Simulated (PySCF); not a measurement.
Values are calculated unless marked as measured or tabulated.
**C2H11SSi3**

C2H11SSi3 is a small molecule (built as: Si site whose three back bonds go to CH3, CH2SiH3, SSiH3), neutral, doublet. The structure, one conformer, was relaxed in the gas phase by PBE0-D3(BJ)/def2-SVP. No frequency run checks that it is a minimum.

SMILES: C[Si](C[SiH3])S[SiH3]

```xyz
17

Si    0.044    0.441    0.109
C     0.572   -0.834   -1.175
C    -1.639    0.022    0.843
Si   -3.058   -0.046   -0.394
S     1.414    0.486    1.786
Si    3.273    0.838    0.770
H    -0.157   -0.873   -2.000
H     0.627   -1.833   -0.710
H     1.557   -0.599   -1.604
H    -1.883    0.772    1.614
H    -1.566   -0.956    1.354
H    -4.362   -0.260    0.305
H    -3.135    1.229   -1.172
H    -2.853   -1.170   -1.360
H     3.133    1.935   -0.234
H     3.762   -0.386    0.068
H     4.258    1.226    1.820
```
(Å; atoms numbered from 1)

EPR values by unrestricted B3LYP, IGLO-III on C S Si, pcH-1 on H.

Q: Predict g and the largest hyperfine couplings. Where does the spin sit?

A: g = 2.0020, 2.0036, 2.0064. The spin sits on Si1 (82 %, bonded to 2 C + 1 S) by Mulliken populations.
```csv
atom,isotope,isotropic (MHz),"dipolar, principal values (MHz)"
Si1,29Si,-595.5,"-146.4, 72.7, 73.7"
C2,13C,52.5,"-6.0, -5.5, 11.6"
H8,1H,51.5,"-4.4, 0.0, 4.3"
H11,1H,44.8,"-3.8, -0.1, 3.8"
C3,13C,40.1,"-4.4, -4.1, 8.5"
S5,33S,7.5,"-12.1, -11.0, 23.1"
```

Q: How do the isotropic couplings move with BHandHLYP?

A: Si1 -595.5 to -632.5 MHz, C2 52.5 to 53.6 MHz, H8 51.5 to 50.9 MHz, H11 44.8 to 44.6 MHz.
